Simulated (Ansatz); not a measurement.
Cartesian coordinates in Å:
```
C 1.162 1.590 0.990
O 0.300 0.670 0.395
Hf -1.047 -0.423 -0.336
N -0.072 -1.998 -1.109
Br -2.646 -1.207 1.450
Br -2.298 0.781 -2.166
H 2.199 1.265 0.865
H 0.946 1.673 2.059
H 1.042 2.573 0.527
H 0.927 -2.147 -1.093
H -0.513 -2.777 -1.581
```

Charge 0, multiplicity 1. Hf: def2 effective core potential.

List the r2SCAN/def2-TZVPP orbital energies in eV (Ansatz 0.2.0). (An estimate is asked.)

Computed: Occupied: -13121.43, -13121.43, -1694.66, -1694.66, -1525.39, -1525.39, -1525.37, -1525.37, -1525.37, -1525.37, -516.53, -385.04, -274.88, -234.31, -234.31, -174.44, -174.44, -174.38, -174.38, -174.38, -174.38, -68.30, -68.30, -68.28, -68.28, -68.28, -68.28, -68.23, -68.23, -68.23, -68.23, -66.38, -35.67, -35.26, -35.23, -26.56, -21.81, -19.36, -19.24, -17.93, -12.64, -12.44, -11.96, -11.95, -10.05, -8.74, -8.52, -8.12, -8.09, -7.73, -7.60, -7.54, -7.25, -6.72. Lowest empty: -1.57, -1.00, -0.91, -0.49, -0.37, -0.33, 1.46, 1.76.
